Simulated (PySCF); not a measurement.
Simulated outer-valence photoelectron spectrum of `C1N=C1O[SiH3]`. The calculation used EOM-IP-CCSD/aug-cc-pVDZ in PySCF, restricted Hartree–Fock reference, 9 core orbitals frozen, non-relativistic, gas phase, PBE0-D3(BJ)/def2-SVP geometry.

Each root has a Gaussian of 0.8 eV full width with its one-hole share as area; cross sections and vibrations are left out, and the highest printed point is 100.

```tsv
ionisation energy (eV)	intensity
9.0	0
9.2	1
9.4	7
9.6	22
9.8	52
10.0	85
10.2	100
10.4	83
10.6	49
10.8	20
11.0	6
11.2	2
11.4	2
11.6	7
11.8	19
12.0	42
12.2	69
12.4	87
12.6	90
12.8	82
13.0	73
13.2	65
13.4	51
13.6	33
13.8	23
14.0	32
14.2	59
14.4	89
14.6	96
14.8	74
15.0	41
15.2	16
15.4	5
15.6	3
15.8	7
16.0	19
16.2	36
16.4	48
16.6	45
16.8	30
17.0	14
17.2	5
17.4	1
17.6	0
```

**Question.** Where are the maxima, and how many lines lie under the curve?

**Answer.** 4 maxima, at 10.2, 12.5, 14.6 and 16.5 eV, from 8 lines. At this width some lines have no maximum of their own.

**Question.** List the lines with their holes.

**Answer.** 
| E (eV) | leading hole (HF orbital) | area | Koopmans (eV) |
| --- | --- | --- | --- |
| 10.18 | HOMO | 0.95 | 10.84 |
| 10.20 | HOMO-1 | 0.95 | 11.18 |
| 12.29 | HOMO-2 | 0.95 | 13.43 |
| 12.66 | HOMO-3 | 0.95 | 13.45 |
| 13.26 | HOMO-4 | 0.95 | 14.10 |
| 14.50 | HOMO-5 | 0.94 | 16.11 |
| 14.59 | HOMO-6 | 0.92 | 16.75 |
| 16.47 | HOMO-7 | 0.92 | 18.16 |

The widest gap, 2.09 eV, lies between 10.20 and 12.29 eV. Only orbitals with −ε under 21 eV, eight at most, were ionised, so the high end of the curve may lack lines.

Conformer computed: `[SiH3:1][O:2][C:3]1=[N:4][CH2:5]1`: Si1–O2–C3–N4 2°.

One conformer stands for the species.
